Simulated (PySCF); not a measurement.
PySCF input file for C3H6OS, SMILES [C@@H]1(SCO1)C, PBE0/pcSseg-1. Coordinates come from a PBE0-D3(BJ)/def2-SVP optimisation. The structure was generated by enumeration; whether it is a known compound was not checked.

```python
import numpy as np
from pyscf import gto, scf, dft
from pyscf.prop.nmr import rks as nmr

mol = gto.M(
    atom='''
    C    -1.93002920    0.36922796    0.13138052
    C    -0.68470010   -0.38002699   -0.24616056
    O    -0.01929923   -0.94091402    0.87036255
    C     1.25923238   -0.38772210    0.68267634
    S     0.76932537    0.64811681   -0.75123297
    H    -2.38716904    0.82945361   -0.75760647
    H    -1.69619080    1.15552669    0.86259009
    H    -2.65916620   -0.32842745    0.57370628
    H    -0.89984330   -1.15145703   -1.00907827
    H     1.60238720    0.19083522    1.55742301
    H     2.01815175   -1.14736102    0.42241480
    ''',
    basis='pcSseg-1',
    charge=0,
    spin=0,
    max_memory=1600,
    verbose=3,
)
mf = dft.RKS(mol, xc='pbe0')
mf.grids.level = 3
mf.conv_tol = 1e-10
mf.max_cycle = 100
mf.kernel()
n = nmr.NMR(mf)
n.verbose = 2
n.max_cycle_cphf = 60
sigma = n.kernel()
print('atom   isotropic/ppm   span/ppm')
for i, s in enumerate(sigma):
    w = np.linalg.eigvalsh((s + s.T) / 2)
    print(f'{mol.atom_symbol(i):2s}{i + 1:3d} {w.mean():14.3f} {w[2] - w[0]:11.3f}')
```

Output:

```
converged SCF energy = -590.903068933451
atom   isotropic/ppm   span/ppm
C   1        154.383      38.734
C   2         97.814      73.545
O   3        262.649     198.178
C   4        113.001      76.342
S   5        400.934     739.707
H   6         30.097       8.893
H   7         29.342       6.933
H   8         29.540       9.866
H   9         25.357       5.634
H  10         26.020       7.798
H  11         25.629       7.214
```

The calculation finished and met its thresholds.
